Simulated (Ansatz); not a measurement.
Reaction (SMILES): CB(C)F [fluoro(dimethyl)borane] → C[B]C + F atom (the B-F bond at the site shown breaks; other sites are not compared here)
Structures are relaxed separately at B3LYP-D3(BJ)/def2-TZVP in Ansatz (a quantum-chemistry and plane-wave program). Frequencies are from Ansatz.

Quantity: bond dissociation energy (0 K, with B3LYP-D3(BJ) harmonic zero-point energies), in kJ/mol. Valence correlation only, unless marked. Open shells are spin-unrestricted. No spin-orbit coupling. No relativistic terms. CBS(X,Y): correlation extrapolated as X^-3; Hartree-Fock from the larger set. The bracket is a focal-point correction in the basis named.

Level to compare with: RI-MP2/CBS(aug-cc-pVTZ,aug-cc-pVQZ)+[CCSD(T)-MP2]/aug-cc-pVTZ (Ansatz), 713.5 kJ/mol. It is a level with limits of its own, and the differences hold the functionals' basis error too.

Question: Rank these functionals by how close they come to RI-MP2/CBS(aug-cc-pVTZ,aug-cc-pVQZ)+[CCSD(T)-MP2]/aug-cc-pVTZ, closest first: wB97X-V/def2-TZVPD (Ansatz); BHLYP/def2-TZVPD (Ansatz); BLYP/def2-TZVPD (Ansatz).

Answer: wB97X-V/def2-TZVPD (range-separated hybrid with VV10, 704.4 kJ/mol, difference -9.1), BLYP/def2-TZVPD (GGA, 691.9 kJ/mol, difference -21.6), BHLYP/def2-TZVPD (global hybrid, 665.8 kJ/mol, difference -47.7)
